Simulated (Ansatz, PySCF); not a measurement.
This PySCF input computes a BLYP/def2-TZVPD energy:

```python
from pyscf import gto, scf, dft

mol = gto.M(
    atom='''
    P     0.96137432   -0.43871587    0.42963620
    P    -0.88563636    0.31940383   -0.46907882
    H     1.69503628    0.70692991    0.00998309
    H    -1.04420076    1.52255596    0.26567279
    H    -1.78690483   -0.43980534    0.31598352
    ''',
    basis='def2-tzvpd',
    charge=0,
    spin=1,
    verbose=4,
)

mf = dft.UKS(mol, xc='blyp').density_fit(auxbasis='def2-universal-jkfit')
mf.grids.level = 3
mf.conv_tol = 1e-9
mf.max_cycle = 100
mf.max_memory = 1500
mf.kernel()
if not mf.converged:
    mf = mf.newton()
    mf.kernel(mf.make_rdm1())
for _ in range(2):
    mo, _, stable, _ = mf.stability(return_status=True)
    if stable:
        break
    mf.kernel(mf.make_rdm1(mo, mf.mo_occ))
mf.analyze()
```

**Question.** Write an input for the same energy in Ansatz (an electronic-structure program) and say what it gives.

**Answer.** 
Ansatz 0.2 input:
```yaml
crystal:
  periodic: [false, false, false]
  atoms:
    - {symbol: P, position_ang: [0.96137432, -0.43871587, 0.42963620]}
    - {symbol: P, position_ang: [-0.88563636, 0.31940383, -0.46907882]}
    - {symbol: H, position_ang: [1.69503628, 0.70692991, 0.00998309]}
    - {symbol: H, position_ang: [-1.04420076, 1.52255596, 0.26567279]}
    - {symbol: H, position_ang: [-1.78690483, -0.43980534, 0.31598352]}
basis:
  gaussian:
    orbitals: def2-TZVPD
hamiltonian:
  xc: {name: BLYP}
magnetization: {spin_polarized: true, initial_magnetization: 1}
output: {forces: true}
```
It gives -684.48398 Eh, and PySCF -684.48403 Eh, a difference of 0.05 mEh, from the treatment of integrals and grids.

It need not be the lowest isomer of its formula.
